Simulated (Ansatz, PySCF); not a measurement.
Dissociation curve of HF (cation, charge +1), doublet.

- UCCSDT(Q) = CCSDT(Q) on UHF/aug-cc-pVDZ, frozen core (Ansatz, a program for electronic structure)
- UKS-PBE0 = Ansatz with unrestricted PBE0/aug-cc-pVDZ
- ROMP2 = MP2 on ROHF/aug-cc-pVDZ, frozen core (Ansatz)
- UHF/3-21G = unrestricted Hartree-Fock/3-21G (PySCF)
- UCCSD = CCSD on UHF/aug-cc-pVDZ, frozen core run with Ansatz

Energies are in mEh, each relative to the lowest point of its own curve near equilibrium.

```tsv
R / Å	UCCSDT(Q)	UKS-PBE0	ROMP2	UHF/3-21G	UCCSD
0.76	74.3	74.7	73.4	90.8	73.7
0.80	46.3	46.6	45.5	59.7	45.8
0.87	16.7	16.9	16.2	25.1	16.3
0.91	7.6	7.8	7.2	13.4	7.3
0.95	2.5	2.6	2.2	5.9	2.3
0.99	0.3	0.3	0.2	1.7	0.2
1.01	0.0	0.0	0.0	0.6	0.0
1.05	0.8	0.8	0.9	0.0	0.9
1.09	3.0	2.9	3.2	1.1	3.2
1.11	4.5	4.3	4.8	2.1	4.7
1.18	11.1	10.8	11.6	7.7	11.5
1.25	19.1	18.7	19.8	15.2	19.7
1.37	34.2	33.3	35.1	30.3	35.1
1.51	51.7	49.9	52.6	48.0	52.8
1.66	68.6	65.7	69.4	65.1	69.9
1.85	86.3	82.0	86.7	82.8	87.5
1.99	96.6	91.4	96.6	92.8	97.6
2.19	107.6	101.6	107.1	103.4	108.2
2.52	118.5	112.2	117.2	113.6	118.7
2.75	122.5	116.4	121.0	117.3	122.5
3.06	125.5	119.5	123.7	119.9	125.3
3.50	127.4	121.0	125.5	121.2	127.2
4.00	128.4	120.7	126.4	121.7	128.2
```

At the longest distance, 4.00 Å, UCCSDT(Q) lies highest above its minimum (128.4 mEh) and UKS-PBE0 lowest (120.7 mEh).

The unrestricted determinant behind UKS-PBE0 is spin-contaminated at 2.52 to 4.00 Å (<S²> up to 1.0, against 0.75 for a pure doublet).
